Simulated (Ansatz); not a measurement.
Basis-set extrapolation for CH$_{4}$BFSSi (`FB1SC1[SiH3]`) (PBE0-D4/def2-TZVP geometry, frozen core, Ansatz). Multiplicity 1, RHF reference.

```csv
,def2-TZVPP,def2-QZVPP
HF,-850.924017,-850.951215
MP2 correlation,-0.802672,-0.867752
CCSD(T) correlation,-0.879721,not run
```

Energies in hartree. Use E(X) = E(∞) + A·exp(−7.88·√X) for Hartree–Fock and E(X) = E(∞) + B·X^(−2.97) for correlation, with X = 3 and 4, and add CCSD(T) minus MP2 of the smaller set to the MP2 limit.

Question: What is the CCSD(T) energy at the basis-set limit?

Answer: HF limit: -850.951215 + (-0.027198) × 0.13774 = -850.95496. MP2 limit: -0.867752 + (-0.065080) × 0.74074 = -0.91596. Higher-order term: -0.879721 − (-0.802672) = -0.07705. Total: -851.94797 hartree, 378.7 kJ/mol below CCSD(T)/def2-TZVPP.
